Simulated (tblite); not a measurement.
A geometry optimisation, step by step.

Compound: C₄HF₂N₂ (doublet state).
Atom-mapped SMILES: `[F:1][c:2]1[cH:3][c:4][n:5][c:6]([F:7])[n:8]1` (hydrogens: H9 on C3)
Bond orders are those of one Lewis drawing.

Computed with GFN2-xTB (tblite), gas phase: L-BFGS steps from a force-field or distance-geometry start until the largest atomic force falls under 0.01 eV/Å.

Step 0: E = -660.4861 eV, largest atomic force 4.100 eV/Å
```
atom  x, y, z in Å  |  force x, y, z in eV/Å
F1     -1.938   -1.429   -0.040    0.951   0.402   0.005
C2     -0.879   -0.613   -0.029    2.072  -0.715   0.295
C3     -1.040    0.755   -0.077   -0.693   1.005  -0.176
C4      0.075    1.561   -0.067    3.063  -2.698   0.390
N5      1.284    0.973    0.029   -1.187  -0.203  -0.198
C6      1.457   -0.374    0.079   -1.519   1.276  -0.033
F7      2.705   -0.909    0.158   -2.218   0.884  -0.125
N8      0.364   -1.145    0.064    0.047  -0.042  -0.126
H9     -2.014    1.187   -0.142   -0.516   0.091  -0.032
```

Step 1: E = -660.7995 eV, largest atomic force 1.953 eV/Å
```
atom  x, y, z in Å  |  force x, y, z in eV/Å
F1     -1.925   -1.423   -0.040    0.911   0.238   0.018
C2     -0.850   -0.624   -0.025    0.384   0.768   0.106
C3     -1.050    0.770   -0.080    0.505  -0.218  -0.046
C4      0.118    1.522   -0.061   -0.530  -0.882   0.091
N5      1.267    0.970    0.026    1.335  -0.753   0.011
C6      1.435   -0.356    0.079   -0.806   0.209   0.003
F7      2.674   -0.897    0.156   -1.790   0.775  -0.100
N8      0.365   -1.145    0.062    0.570  -0.342  -0.042
H9     -2.021    1.188   -0.143   -0.579   0.205  -0.042
```

Step 2: E = -660.9404 eV, largest atomic force 0.915 eV/Å
```
atom  x, y, z in Å  |  force x, y, z in eV/Å
F1     -1.904   -1.417   -0.040    0.756   0.169   0.023
C2     -0.831   -0.614   -0.021   -0.014   0.207   0.043
C3     -1.045    0.772   -0.082   -0.100  -0.188  -0.025
C4      0.127    1.492   -0.057   -0.448   0.124   0.016
N5      1.284    0.956    0.025    0.872   0.278  -0.005
C6      1.413   -0.345    0.079   -0.019  -0.501   0.023
F7      2.630   -0.878    0.154   -0.772   0.315  -0.035
N8      0.375   -1.151    0.061   -0.311  -0.376  -0.033
H9     -2.034    1.192   -0.144    0.037  -0.027  -0.006
```

Step 3: E = -660.9733 eV, largest atomic force 0.349 eV/Å
```
atom  x, y, z in Å  |  force x, y, z in eV/Å
F1     -1.883   -1.412   -0.039    0.311  -0.088   0.018
C2     -0.824   -0.611   -0.019   -0.173   0.169  -0.005
C3     -1.048    0.771   -0.083    0.111  -0.081   0.009
C4      0.127    1.483   -0.056   -0.002   0.187   0.013
N5      1.300    0.958    0.025    0.015   0.171  -0.020
C6      1.405   -0.350    0.079   -0.347   0.022  -0.032
F7      2.603   -0.867    0.152    0.136  -0.165   0.023
N8      0.371   -1.160    0.059   -0.124  -0.166  -0.003
H9     -2.037    1.193   -0.144    0.073  -0.049  -0.004
```

Step 4: E = -660.9780 eV, largest atomic force 0.199 eV/Å
```
atom  x, y, z in Å  |  force x, y, z in eV/Å
F1     -1.877   -1.412   -0.039    0.135  -0.146   0.013
C2     -0.825   -0.608   -0.019   -0.011   0.018   0.002
C3     -1.046    0.770   -0.083    0.049   0.073   0.004
C4      0.127    1.484   -0.055    0.055   0.151   0.012
N5      1.302    0.961    0.024   -0.089   0.060  -0.017
C6      1.399   -0.350    0.079   -0.076  -0.014  -0.018
F7      2.602   -0.869    0.153   -0.044  -0.086   0.011
N8      0.369   -1.163    0.059   -0.106  -0.004  -0.005
H9     -2.036    1.192   -0.144    0.087  -0.052  -0.002
```

Step 5: E = -660.9803 eV, largest atomic force 0.147 eV/Å
```
atom  x, y, z in Å  |  force x, y, z in eV/Å
F1     -1.872   -1.416   -0.038    0.029  -0.144   0.009
C2     -0.826   -0.606   -0.019    0.012  -0.003  -0.001
C3     -1.045    0.771   -0.083    0.037   0.090   0.005
C4      0.128    1.488   -0.055    0.024   0.104   0.008
N5      1.301    0.963    0.024   -0.065  -0.058  -0.008
C6      1.395   -0.350    0.078    0.021   0.017  -0.012
F7      2.600   -0.870    0.153   -0.111  -0.048   0.004
N8      0.366   -1.164    0.059    0.003   0.068  -0.001
H9     -2.034    1.191   -0.144    0.049  -0.027  -0.004
```

Step 6: E = -660.9819 eV, largest atomic force 0.107 eV/Å
```
atom  x, y, z in Å  |  force x, y, z in eV/Å
F1     -1.867   -1.421   -0.038   -0.022  -0.093   0.004
C2     -0.827   -0.605   -0.019    0.031  -0.021  -0.002
C3     -1.043    0.773   -0.083    0.015   0.051   0.006
C4      0.128    1.493   -0.054    0.015   0.025   0.005
N5      1.300    0.963    0.023   -0.031  -0.053  -0.003
C6      1.393   -0.350    0.078    0.070   0.021  -0.005
F7      2.596   -0.873    0.153   -0.104  -0.027   0.000
N8      0.364   -1.164    0.059    0.030   0.088   0.000
H9     -2.032    1.190   -0.144   -0.004   0.010  -0.006
```

Step 7: E = -660.9825 eV, largest atomic force 0.062 eV/Å
```
atom  x, y, z in Å  |  force x, y, z in eV/Å
F1     -1.864   -1.425   -0.038   -0.012  -0.038   0.003
C2     -0.827   -0.604   -0.019    0.005  -0.016  -0.003
C3     -1.041    0.774   -0.083   -0.018   0.010   0.005
C4      0.129    1.496   -0.054   -0.004  -0.014   0.003
N5      1.299    0.963    0.023    0.016  -0.012  -0.001
C6      1.392   -0.350    0.077    0.040   0.024  -0.002
F7      2.593   -0.875    0.153   -0.041  -0.032   0.002
N8      0.363   -1.163    0.059    0.032   0.053   0.000
H9     -2.031    1.189   -0.145   -0.018   0.025  -0.005
```

Step 8: E = -660.9827 eV, largest atomic force 0.035 eV/Å
```
atom  x, y, z in Å  |  force x, y, z in eV/Å
F1     -1.864   -1.426   -0.037    0.005  -0.015   0.002
C2     -0.827   -0.604   -0.019   -0.004  -0.002  -0.003
C3     -1.041    0.775   -0.082   -0.017  -0.011   0.004
C4      0.129    1.496   -0.054   -0.007  -0.027   0.002
N5      1.299    0.963    0.023    0.022   0.024  -0.002
C6      1.392   -0.349    0.077    0.016   0.017  -0.001
F7      2.592   -0.876    0.153   -0.004  -0.035   0.003
N8      0.364   -1.161    0.059    0.007   0.022  -0.001
H9     -2.031    1.189   -0.145   -0.019   0.027  -0.004
```

Step 9: E = -660.9828 eV, largest atomic force 0.041 eV/Å
```
atom  x, y, z in Å  |  force x, y, z in eV/Å
F1     -1.863   -1.428   -0.037    0.019   0.000   0.002
C2     -0.827   -0.604   -0.019   -0.013   0.004  -0.001
C3     -1.042    0.775   -0.082   -0.020  -0.016   0.002
C4      0.129    1.496   -0.054   -0.009  -0.023   0.001
N5      1.299    0.963    0.023    0.022   0.035  -0.002
C6      1.393   -0.348    0.077   -0.008   0.009  -0.001
F7      2.591   -0.877    0.154    0.021  -0.030   0.003
N8      0.364   -1.160    0.059   -0.003   0.000  -0.002
H9     -2.031    1.190   -0.145   -0.008   0.021  -0.003
```

Step 10: E = -660.9830 eV, largest atomic force 0.029 eV/Å
```
atom  x, y, z in Å  |  force x, y, z in eV/Å
F1     -1.863   -1.429   -0.037    0.021   0.005   0.001
C2     -0.827   -0.604   -0.019   -0.010   0.010   0.001
C3     -1.042    0.775   -0.082   -0.010  -0.015   0.000
C4      0.129    1.495   -0.053   -0.007  -0.015   0.000
N5      1.300    0.964    0.022    0.007   0.028  -0.001
C6      1.394   -0.348    0.077   -0.013   0.000   0.000
F7      2.591   -0.879    0.154    0.025  -0.014   0.002
N8      0.364   -1.159    0.059   -0.013  -0.013  -0.002
H9     -2.032    1.191   -0.145    0.000   0.015  -0.001
```

Step 11: E = -660.9830 eV, largest atomic force 0.014 eV/Å
```
atom  x, y, z in Å  |  force x, y, z in eV/Å
F1     -1.862   -1.430   -0.037    0.012   0.002   0.000
C2     -0.827   -0.604   -0.019   -0.004   0.004   0.002
C3     -1.043    0.775   -0.082   -0.006  -0.004  -0.001
C4      0.129    1.495   -0.053   -0.005  -0.004   0.000
N5      1.300    0.965    0.022   -0.001   0.006   0.000
C6      1.394   -0.347    0.077   -0.009  -0.005   0.001
F7      2.591   -0.880    0.154    0.014  -0.001   0.001
N8      0.364   -1.158    0.059   -0.005  -0.008  -0.002
H9     -2.032    1.192   -0.145    0.005   0.009   0.000
```

Step 12: E = -660.9830 eV, largest atomic force 0.009 eV/Å
```
atom  x, y, z in Å  |  force x, y, z in eV/Å
F1     -1.862   -1.430   -0.037    0.004  -0.003   0.000
C2     -0.827   -0.604   -0.019    0.000   0.002   0.001
C3     -1.043    0.775   -0.082   -0.001   0.000  -0.001
C4      0.129    1.494   -0.053   -0.002  -0.001  -0.001
N5      1.300    0.965    0.022   -0.006  -0.004   0.000
C6      1.394   -0.347    0.077    0.000  -0.003   0.001
F7      2.591   -0.881    0.154    0.003   0.004   0.000
N8      0.364   -1.158    0.059   -0.002  -0.003  -0.001
H9     -2.032    1.192   -0.145    0.002   0.009   0.000
```

**Question.** Summarise the path.

**Answer.** The energy falls by 47.95 kJ/mol from step 0 to step 12; nine tenths of that is first reached at step 2. It falls at every step. The largest force goes from 4.100 to 0.009 eV/Å. Among the bonds C4–N5 changes most, from 1.348 to 1.288 Å; the atoms move by 0.064 Å rms after alignment.

The cost below is that of the whole relaxation. On an Arm Neoverse V2 with one thread, shared host, this took under 0.1 s.
